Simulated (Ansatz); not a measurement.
System: CH2N, charge 0, doublet. CH2N (SMILES N=[CH], doublet).
B3LYP-D3(BJ)/def2-TZVP minimum from Ansatz (a quantum-chemistry and plane-wave program):
```xyz
4

C     -0.6279     0.1446     0.0221
N      0.4930    -0.3265    -0.0316
H     -1.0237     1.1662     0.0980
H      1.3407     0.2518    -0.0099
```
Charge 0, spin multiplicity 2.

Total energies in cc-pVDZ, 11 correlated electrons, 2 frozen orbitals. Open shells are spin-unrestricted; no spin-orbit coupling. Cores are frozen in correlated methods. No relativity. The UHF reference of CH2N ([CH]=N, doublet) is spin-contaminated (<S^2> up to 0.08 over the pure value in the sets run).

```
method    program  energy (Eh)  minus CCSDTQ (mEh)
--------  -------  -----------  ------------------
HF         Ansatz    -93.40351              306.26
MP2        Ansatz    -93.67173               38.03
CCSD       Ansatz    -93.69770               12.06
CCSD(T)    Ansatz    -93.70801                1.75
CCSDT(Q)   Ansatz    -93.70994               -0.17
CCSDTQ     Ansatz    -93.70977                0.00
```

Rough core times of Ansatz's runs on a shared machine: CCSD(T) under 20 s, CCSDT(Q) under 20 s, CCSDTQ 20 min.
